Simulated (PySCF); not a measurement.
## Spinor energies of Zn⁺ (zinc, charge +1)

Start: [Ar] 3d9 4s2; 3d3/2 filled at m_j = -3/2, -1/2, +1/2, +3/2; 3d5/2 filled at m_j = -3/2, -1/2, +1/2, +3/2, +5/2. Calculated with PySCF 2.14 in x2c-TZVPall-2c (6s7p4d1f, 54 functions): generalised Hartree-Fock with the X2C-1e Hamiltonian and a Gaussian nucleus; one run each with spin-orbit coupling (SO) switched off, then screened by Boettger's factors. This is a chosen level, not necessarily the ground level.

| spinor shell | electrons | ε, spin-free (eV) | ε, screened SO (eV) | weight of nominal j (screened SO) | rms radius, screened SO (bohr) |
| --- | --- | --- | --- | --- | --- |
| 1s1/2 | 2 | -9747.9 | -9747.7 | 1.000 | 0.0580 |
| 2s1/2 | 2 | -1252.4 | -1252.3 | 1.000 | 0.244 |
| 2p1/2 | 2 | -1083.6 | -1100.3 | 0.999 | 0.217 |
| 2p3/2 | 4 | -1083.6 | -1075.5 | 1.000 | 0.220 |
| 3s1/2 | 2 | -175.69 | -175.67 | 1.000 | 0.726 |
| 3p1/2 | 2 | -122.84 | -126.31 | 0.952 | 0.761 |
| 3p3/2 | 4 | -122.84 | -121.13 | 0.976 | 0.772 |
| 3d3/2 | 4 | -38.530 | -39.256 | 0.831 | 0.927 |
| 3d5/2 | 5 | -38.530 | -37.959 | 0.865 | 0.938 |
| 4s1/2 | 2 | -18.537 | -18.537 | 1.000 | 2.54 |

```csv
quantity,spin-free,screened SO
E (hartree),-1793.68725,-1793.74357
M_J,5/2,5/2
⟨J²⟩,8.755,8.755
⟨L²⟩,6.004,6.006
⟨S²⟩,0.751,0.752
```

Each row is a mean over spinors that exchange with the open shell spreads, by up to 7.976 eV (3p3/2).

Rows whose weight is well below 1 are mixtures of j = l ± 1/2: exchange outweighs spin-orbit coupling there, and the label is only the starting occupation.

Without spin-orbit coupling the j labels of p, d and f shells carry no meaning; the spin-free column gives the mean over the occupied spinors of each nl shell.
